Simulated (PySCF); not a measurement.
NbBr₃, SMILES [Br][Nb]([Br])[Br] (connectivity only; charge and spin as stated), neutral, multiplicity 3.

Geometry: B3LYP-D3(BJ)/def2-SVP. The spin state was assumed, not searched. The def2 effective core potentials stand for the cores of Nb; spin–orbit coupling is left out.

All values below come from PBE/def2-TZVP run with PySCF.

Gas-phase values at a fixed geometry.

Computed frontier levels, dipole moment and polarisability:
```
Item                                                                                                              Value
---------------------------------------------------------------------------------------------  ------------------------
α spin, highest occupied and lowest empty level                                                      -4.85 and -4.58 eV
β spin, highest occupied and lowest empty level                                                      -7.58 and -3.83 eV
dipole moment                                                                                                    0.90 D
quadrupole, principal values (traceless, Buckingham form, about the centre of nuclear charge)     -2.07, 0.35, 1.72 D·Å
mean static polarisability                                                                       119.0 bohr³ (17.63 Å³)
polarisability, principal values                                                               76.8, 131.6, 148.5 bohr³
⟨S²⟩                                                                                            2.015 (pure state 2.00)
```
